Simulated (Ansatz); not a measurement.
Pd₃H₃⁺. Charge 1, multiplicity 1. Geometry PBE-D4/def2-TZVP; atoms count from 1.

```xyz
6

Pd   -0.660   -0.787   -1.258
Pd    1.538   -0.414    0.318
Pd   -0.955    0.091    1.310
H    -1.271    0.406   -0.285
H     0.552    0.716    1.023
H     0.797   -0.012   -1.108
```

In the def2 sets Pd takes a core potential; there is no spin–orbit coupling. The structure comes from a short search, and lower isomers may exist.

Question: Estimate the Mulliken populations from the PBE0/def2-TZVP orbitals of Ansatz.

Answer: 
```json
{"atom": "Pd1", "charge (e)": "0.16", "d electrons": "9.24"}
{"atom": "Pd2", "charge (e)": "0.16", "d electrons": "9.24"}
{"atom": "Pd3", "charge (e)": "0.16", "d electrons": "9.24"}
{"atom": "H4", "charge (e)": "0.18", "d electrons": "–"}
{"atom": "H5", "charge (e)": "0.18", "d electrons": "–"}
{"atom": "H6", "charge (e)": "0.18", "d electrons": "–"}
```
Mulliken values and Mayer orders depend strongly on the basis.

Question: And the Mayer bond orders between bonded heavy atoms (over 0.3)?

Answer: Pd1–Pd2 0.50 (2.73 Å); Pd1–Pd3 0.50 (2.73 Å); Pd2–Pd3 0.50 (2.73 Å).
